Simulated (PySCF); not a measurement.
## Fractional electron number in Hf²⁺ (hafnium, charge +2)

The 5d alpha orbital of [Xe] 4f14 5d2 is emptied in steps (occupation f), with all orbitals relaxed, ending at [Xe] 4f14 5d1. Computed with PySCF 2.14 in aug-cc-pVTZ-PP with ECP60MDF, with scalar relativity through the core potential. The exact energy is a straight line in f; departures are measured from the line between the end points of the same method.

```csv
f,BHandHLYP (eV),wB97X (eV),TPSS (eV)
1,0.000,0.000,0.000
0.9,-0.210,-0.099,-0.428
0.7,-0.490,-0.231,-1.002
0.5,-0.585,-0.274,-1.196
0.3,-0.492,-0.229,-1.006
0.1,-0.211,-0.097,-0.432
0,0.000,0.000,0.000
```

```csv
method,E(f=0) − E(f=1) (eV),−ε at f=1 (eV),−ε at f=0.5 (eV)
BHandHLYP,22.346,20.020,22.341
wB97X,22.015,20.923,22.019
TPSS,22.459,17.713,22.447
```

Orbital energy along the path (eV):

```tsv
f	BHandHLYP	wB97X	TPSS
1	-20.020	-20.923	-17.713
0.9	-20.479	-21.136	-18.647
0.7	-21.407	-21.576	-20.536
0.5	-22.341	-22.019	-22.447
0.3	-23.279	-22.459	-24.369
0.1	-24.222	-22.885	-26.294
0	-24.700	-23.088	-27.256
```

Reference removal energy between the ground levels: 22.55 ± 0.04 eV (theoretical estimate listed by NIST; NIST Atomic Spectra Database, ionization energies). The calculation has no spin-orbit coupling.
